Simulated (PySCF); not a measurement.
# HAsO: map over both bonds

These are results of PySCF, PBE0, basis As def2-TZVP, O def2-TZVP, H def2-TZVP (no relativity, density fitting), not measurements.

Rigid scan from the singlet minimum (As–H 1.570 Å, As–O 1.622 Å; H–As–O 101.5°). Coordinate: rows scale the first bond (As–O), columns the second (As–H). Energies in kJ/mol from the minimum.

Rows run from the largest first scale (top) to the smallest, columns from the smallest second scale to the largest. Lower edges of the bins (kJ/mol): '0' -0.01, '1' 0.73, '2' 1.91, '3' 3.77, '4' 6.73, '5' 11.41, '6' 18.82, '7' 30.58, '8' 49.21, '9' 78.74; top 126.
```
999999
777788
544567
410246
543457
766678
```

Task: Give the energies on the grid of the scan.

Result: 
| scale \ scale | 0.94 | 0.97 | 1.00 | 1.04 | 1.09 | 1.15 |
| --- | --- | --- | --- | --- | --- | --- |
| 0.94 | 36 | 30 | 27 | 28 | 36 | 50 |
| 0.97 | 14 | 8 | 6 | 8 | 16 | 32 |
| 1.00 | 7 | 2 | 0 | 2 | 11 | 27 |
| 1.04 | 15 | 10 | 9 | 12 | 21 | 38 |
| 1.09 | 44 | 39 | 39 | 42 | 53 | 71 |
| 1.15 | 96 | 91 | 91 | 95 | 107 | 126 |
